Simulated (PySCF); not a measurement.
Isomers of C7H13PSi, mass 156.052 u with the commonest isotopes. Computed with PBE0/pcSseg-1 in PySCF (dipole) on a GFN2-xTB geometry, gas phase. One conformer each, none proved a minimum here; rigid rotors.

Question: Order these by out-of-plane moment Σ m c² = (Ia + Ib − Ic)/2, smallest first.
A. `[CH2:1]=[CH:2][C:3](=[CH2:4])[Si@H:5]([PH2:6])[CH:7]1[CH2:8][CH2:9]1` with C1–C2–C3–C4 179°, C2–C3–Si5–P6 -50°, C3–Si5–P6–H -121° and -28°, C3–Si5–C7–C8 -84°
B. `[CH3:1][CH2:2][P:3]1[CH:4]=[CH:5][CH:6]([SiH3:7])[CH:8]=[CH:9]1` with C1–C2–P3–C4 80°, C2–P3–C4–C5 134°, C4–C5–C6–Si7 86°, C5–C6–C8–C9 35°, C2–P3–C9–C8 -135°
C. `[CH:1]#[C:2][P:3]([CH:4]1[CH2:5][CH2:6]1)[SiH:7]([CH3:8])[CH3:9]` with C2–P3–C4–C5 -30°, C2–P3–Si7–C8 -177°

Answer: A (43.18 u·Å²), C (66.12 u·Å²), B (78.10 u·Å²).

Question: Order these by rotational constant B, largest first.
A. `[CH3:1][CH2:2][P:3]1[CH:4]=[CH:5][CH:6]([SiH3:7])[CH:8]=[CH:9]1` with C1–C2–P3–C4 80°, C2–P3–C4–C5 134°, C4–C5–C6–Si7 86°, C5–C6–C8–C9 35°, C2–P3–C9–C8 -135°
B. `[CH:1]#[C:2][P:3]([CH:4]1[CH2:5][CH2:6]1)[SiH:7]([CH3:8])[CH3:9]` with C2–P3–C4–C5 -30°, C2–P3–Si7–C8 -177°
C. `[CH2:1]=[CH:2][C:3](=[CH2:4])[Si@H:5]([PH2:6])[CH:7]1[CH2:8][CH2:9]1` with C1–C2–C3–C4 179°, C2–C3–Si5–P6 -50°, C3–Si5–P6–H -121° and -28°, C3–Si5–C7–C8 -84°

Answer: B (886.3 MHz), C (862.2 MHz), A (682.3 MHz).

Question: Order these by rotational constant C, largest first.
A. `[CH:1]#[C:2][P:3]([CH:4]1[CH2:5][CH2:6]1)[SiH:7]([CH3:8])[CH3:9]` with C2–P3–C4–C5 -30°, C2–P3–Si7–C8 -177°
B. `[CH2:1]=[CH:2][C:3](=[CH2:4])[Si@H:5]([PH2:6])[CH:7]1[CH2:8][CH2:9]1` with C1–C2–C3–C4 179°, C2–C3–Si5–P6 -50°, C3–Si5–P6–H -121° and -28°, C3–Si5–C7–C8 -84°
C. `[CH3:1][CH2:2][P:3]1[CH:4]=[CH:5][CH:6]([SiH3:7])[CH:8]=[CH:9]1` with C1–C2–P3–C4 80°, C2–P3–C4–C5 134°, C4–C5–C6–Si7 86°, C5–C6–C8–C9 35°, C2–P3–C9–C8 -135°

Answer: A (671.6 MHz), C (649.2 MHz), B (601.1 MHz).

| SMILES | point group | Ia (u·Å²) | Ib (u·Å²) | Ic (u·Å²) | κ | μa (D) | μb (D) | μc (D) |
| --- | --- | --- | --- | --- | --- | --- | --- | --- |
| C#CP(C1CC1)[SiH](C)C | C1 | 314.53 | 570.24 | 752.53 | -0.54 | 0.20 | 0.57 | 1.04 |
| CCP1C=CC([SiH3])C=C1 | C1 | 193.96 | 740.71 | 778.46 | -0.97 | 0.20 | 0.24 | 1.26 |
| C=CC(=C)[Si@H](P)C1CC1 | C1 | 340.95 | 586.14 | 840.73 | -0.41 | 0.90 | 1.38 | 0.97 |
